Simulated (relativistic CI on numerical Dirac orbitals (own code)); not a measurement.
**Ru⁴⁺: 3p photoemission**

Computed with this model: Dirac-Coulomb-Breit CI, KLI orbitals optimised for each configuration, QED by a radiative potential, valence Slater integrals scaled by 0.8, multiplet model of photoemission in the sudden approximation; configurations [Kr] 4d4 → [Ne] 3s2 3p5 3d10 4s2 4p6 4d4; 300 K; Lorentzian 2 eV and Gaussian 0.6 eV FWHM. Energies are those of the free ion, without screening or charge transfer. The energies are binding energies and can lie tens of eV above those of solids. S is read from ⟨S²⟩ = S(S + 1).

Field parameters in Wybourne normalisation: D3d B²₀ = −7Dσ, B⁴₀ = −14Dq − 21Dτ, B⁴₃ = −14√(10/7) Dq. The field is a parameter set, without covalency.

free ion: ground-state S = 1.97, centroid 536.66 eV. Peaks (eV, height): 529.0 (100), 551.8 (57).

D3d, 10Dq = 24600, Dσ = -1200, Dτ = 150 cm⁻¹: ground-state S = 1.05, centroid 536.87 eV. Peaks (eV, height): 529.2 (100), 552.0 (56).

Strongest unbroadened transitions for free ion:

| Energy (eV) | Relative strength |
| --- | --- |
| 528.57 | 14.2 |
| 528.70 | 1.9 |
| 528.76 | 100.0 |
| 528.96 | 6.5 |
| 529.41 | 8.1 |
| 529.47 | 3.7 |
| 529.49 | 2.3 |
| 529.72 | 2.1 |
| 529.78 | 36.8 |
| 529.80 | 3.8 |
| 530.04 | 1.4 |
| 531.30 | 1.2 |
| 551.56 | 4.5 |
| 551.61 | 4.6 |
| 551.62 | 24.6 |
| 551.79 | 2.3 |
| 551.85 | 47.1 |
| 551.95 | 9.0 |
